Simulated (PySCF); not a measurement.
WO3, SMILES [O]=[W](=[O])=[O], multiplicity 1. Coordinates come from a B3LYP-D3(BJ)/def2-TZVP optimisation. The spin state was assumed, not searched. The isomer is the one that the SMILES or the coordinates give; other isomers of the formula were not compared. The def2 effective core potentials stand for the cores of W; spin–orbit coupling is left out.

Calculation: B3LYP-D3(BJ)/def2-TZVP (PySCF).

Harmonic wavenumbers (cm⁻¹): 282, 342, 342, 943, 943, 1024. Rotational constants (GHz): 6.545, 6.545, 4.063; symmetry number 3.

Problem. Work out the zero-point energy and the ideal-gas rigid-rotor harmonic-oscillator thermochemistry at 298.15 K and 1 atm.

Solution. ZPE = ½ Σ hcν = ½ × 3876 cm⁻¹ = 23.18 kJ/mol. H − E(el) = 36.54 kJ/mol. Entropy in J/(mol K): translation 176.67, rotation 95.58, vibration 17.78, total 290.03. G − E(el) = -49.94 kJ/mol. Cp = 58.91 J/(mol K).
